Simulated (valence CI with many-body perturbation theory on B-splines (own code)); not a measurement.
# Er17+: calculated level list

Method: configuration interaction combined with many-body perturbation theory (CI+MBPT): five valence electrons over a frozen Dirac-Fock core [Kr] 4d10, radial functions for each j: 7 s, 7 p, 7 d, 7 f, 4 g, 2 h, with the one-electron correlation potential Σ1, the two-electron term Σ2, the three-electron term Σ3, Breit, model QED; selected CI, second order for the rest, scaled by the run's own slope (own B-spline code, finite nucleus).

No measured levels were compared; by estimate terms of the open shell hold to a few per cent of their energy, and close levels can change places. Among the levels kept, up to 1100 cm⁻¹ of a level comes from second order outside the variational space, and about a tenth of that is noise between levels of different J, which matters for small intervals.

Levels 181 to 199 of 199, with energies above the lowest level, 4f⁵ ⁶H°_5/2. "Leading %" is the weight of the configuration and term that name the level; weights of strongly mixed levels are sums over their largest components and can fall short. In the jj column 3d3/2^4 stands for four electrons in 3d with j = 3/2.

| No. | Configuration | Term | J | E (cm⁻¹) | Leading % | g | Leading jj |
| --- | --- | --- | --- | --- | --- | --- | --- |
| 181 | 4f⁵ | ⁴G° | 7/2 | 160510 | 59 | 0.981 | 4f5/2^2 4f7/2^3 (45 %) |
| 182 | 4f⁴5s | ⁶I | 13/2 | 161360 | 94 | 1.153 | 4f5/2^2 4f7/2^2 5s (64 %) |
| 183 | 4f⁵ | ²P° | 3/2 | 163530 | 88 | 1.287 | 4f5/2^3 4f7/2^2 (47 %) |
| 184 | 4f⁵ | ²G° | 9/2 | 163730 | 57 | 1.085 | 4f5/2 4f7/2^4 (61 %) |
| 185 | 4f⁵ | ²F° | 7/2 | 164840 | 64 | 1.068 | 4f7/2^5 (32 %) |
| 186 | 4f⁴5s | ⁶I | 15/2 | 166300 | 92 | 1.228 | 4f5/2^2 4f7/2^2 5s (46 %) |
| 187 | 4f⁵ | ²P° | 1/2 | 168430 | 97 | 0.652 | 4f5/2 4f7/2^4 (40 %) |
| 188 | 4f⁴5s | ⁴I | 9/2 | 170050 | 86 | 0.750 | 4f5/2^3 4f7/2 5s (46 %) |
| 189 | 4f⁴5s | ⁶I | 17/2 | 171170 | 88 | 1.278 | 4f5/2 4f7/2^3 5s (40 %) |
| 190 | 4f⁵ | ²K° | 15/2 | 173680 | 99 | 1.065 | 4f5/2^2 4f7/2^3 (75 %) |
| 191 | 4f⁴5s | ⁶F | 1/2 | 175800 | 90 | -0.607 | 4f5/2^3 4f7/2 5s (76 %) |
| 192 | 4f⁴5s | ⁶F | 3/2 | 176220 | 85 | 1.046 | 4f5/2^3 4f7/2 5s (43 %) |
| 193 | 4f⁴5s | ⁴I | 11/2 | 177090 | 86 | 0.957 | 4f5/2^3 4f7/2 5s (52 %) |
| 194 | 4f⁴5s | ⁶F | 5/2 | 177680 | 81 | 1.312 | 4f5/2^2 4f7/2^2 5s (35 %) |
| 195 | 4f⁵ | ²K° | 13/2 | 177700 | 96 | 0.936 | 4f5/2^2 4f7/2^3 (53 %) |
| 196 | 4f⁵ | ²D° | 3/2 | 177770 | 90 | 0.845 | 4f5/2^2 4f7/2^3 (51 %) |
| 197 | 4f⁴5s | ⁶F | 7/2 | 180630 | 84 | 1.351 | 4f5/2^3 4f7/2 5s (54 %) |
| 198 | 4f⁵ | ²D° | 5/2 | 181880 | 89 | 1.173 | 4f5/2 4f7/2^4 (37 %) |
| 199 | 4f⁴5s | ⁶S | 5/2 | 181970 | 82 | 1.913 | 4f5/2^2 4f7/2^2 5s (44 %) |

Names give the largest LS component (configuration and term), which can be under half, so a name can repeat, a term be missing and a line seem to break the LS rules; names also repeat where a configuration has a term twice.

Where two levels of one J and parity lie close, their mixing, g and order are uncertain.
